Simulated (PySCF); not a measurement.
H2OSi, SMILES [SiH2]=O (connectivity only; charge and spin as stated), charge +1, multiplicity 2. Atoms are numbered in the order given.

```xyz
4

Si     0.0000     0.0000     0.4817
O      0.0000     0.0000    -1.1243
H      0.0000    -1.3487     1.1252
H      0.0000     1.3487     1.1252
```
Charge +1, spin multiplicity 2.

The structure is a stationary point at PBE-D3(BJ)/def2-TZVP. The multiplicity is an assumed one; other spin states were not compared.

The numbers are results of PBE/def2-TZVPD (PySCF), not measurements.

- total energy: -365.33165 hartree
- point group: C2v
- α spin, highest occupied and lowest empty level: -16.36 and -10.45 eV
- β spin, highest occupied and lowest empty level: -15.84 and -14.21 eV
- dipole moment about the centre of nuclear charge: 3.71 D
- mean static polarisability: 25.6 bohr³ (3.79 Å³)
- polarisability, principal values: 18.8, 24.8, 33.1 bohr³
- ⟨S²⟩: 0.755 (pure state 0.75)
